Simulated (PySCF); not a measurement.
C₄H₉N, SMILES C/C=N/CC.

The structure is a stationary point at PBE0-D3(BJ)/def2-SVP. The structure was generated by enumeration; whether it is a known compound was not checked. One conformer was computed; it need not be the lowest.

Method: TDDFT-PBE/def2-SVPD (PySCF 2.14.0).

Vertical excitations. 

Task: Estimate the UV-visible absorptions. (Estimate from the structure and the level; the computed values follow.)

Result: 
```csv
state,energy (eV),λ (nm),f,main pairs
S1,4.93,252,0.001,HOMO→LUMO 100 %
S2,6.17,201,0.009,HOMO→LUMO+1 96 %
S3,6.36,195,0.036,HOMO→LUMO+2 98 %
S4,6.74,184,0.108,HOMO→LUMO+3 94 %
S5,6.94,179,0.140,"HOMO−2→LUMO 50 %, HOMO−1→LUMO 37 %"
S6,7.15,173,0.037,"HOMO→LUMO+4 76 %, HOMO−2→LUMO 18 %"
S7,7.24,171,0.182,"HOMO−1→LUMO+1 27 %, HOMO−2→LUMO 24 %, HOMO−1→LUMO 23 %, HOMO→LUMO+4 17 %"
S8,7.39,168,0.062,"HOMO−1→LUMO+1 69 %, HOMO−1→LUMO 12 %"
S9,7.64,162,0.005,HOMO−1→LUMO+2 94 %
S10,7.83,158,0.020,HOMO−3→LUMO 92 %
T1,4.18,297,0,HOMO→LUMO 100 %
T2,4.93,252,0,HOMO−1→LUMO 97 %
T3,5.93,209,0,HOMO→LUMO+1 99 %
T4,6.28,197,0,HOMO→LUMO+2 100 %
```
Triplets are in the Tamm–Dancoff approximation, which puts them higher than full response would, so one can lie above its singlet here.
